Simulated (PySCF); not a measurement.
AlH2Cl, SMILES [AlH2][Cl].

Geometry optimised at B3LYP-D3(BJ)/def2-TZVP.

Calculation: IEF-PCM-M06-2X/def2-TZVPD run with PySCF.

The values are the electrostatic part of the solvation free energy, E(continuum) − E(gas) at the gas-phase geometry, in a cavity of scaled van der Waals radii (PySCF's table); cavitation and dispersion terms are not included. A continuum can't describe solvent molecules that bind to the metal. In vacuum the orbital gap is 8.68 eV. The dipole moment in vacuum is 1.44 D.

Computed values in water (ε = 78.36), cyclohexanone (ε = 15.62), N,N-dimethylformamide (ε = 37.22):
| solvent | ε | ΔG(elec) (kcal/mol) | dipole (D) | gap (eV) |
|---|---|---|---|---|
| water | 78.36 | -4.8 | 1.92 | 9.07 |
| cyclohexanone | 15.62 | -4.4 | 1.88 | 9.04 |
| N,N-dimethylformamide | 37.22 | -4.6 | 1.91 | 9.06 |
